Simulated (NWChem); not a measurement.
Species: SiN$_{2}$H$_{5}$F; SMILES N[SiH](N)F

Program: NWChem. The geometry was optimised at PBE0/def2-SVP. Level: PBE0/def2-SVP with SMD, gas-phase geometry; reactions with the solvents are ignored. One conformer.

| SMD term (kcal/mol) | water | n-hexane |
|---|---|---|
| distortion of the solute's density | 0.73 | 0.14 |
| polarisation | -8.16 | -3.50 |
| cavity, dispersion and structure | 4.08 | 1.26 |

Task: Sum the solvation free energies, find the transfer free energy from water to n-hexane and the partition coefficient at 298.15 K.

Result: 
1. ΔG(solv, water) = -3.35 kcal/mol and ΔG(solv, n-hexane) = -2.10 kcal/mol (1 M gas to 1 M solution).
2. Transfer: -2.10 − (-3.35) = 1.25 kcal/mol.
3. log₁₀ K(n-hexane/water) = −ΔG/(RT ln 10) = -1.25/1.364 = -0.9, so the model puts more of the solute in water.
4. Of the transfer energy, 4.07 kcal/mol is electrostatic and -2.82 comes from the non-electrostatic term. The two phases are taken as the pure solvents.
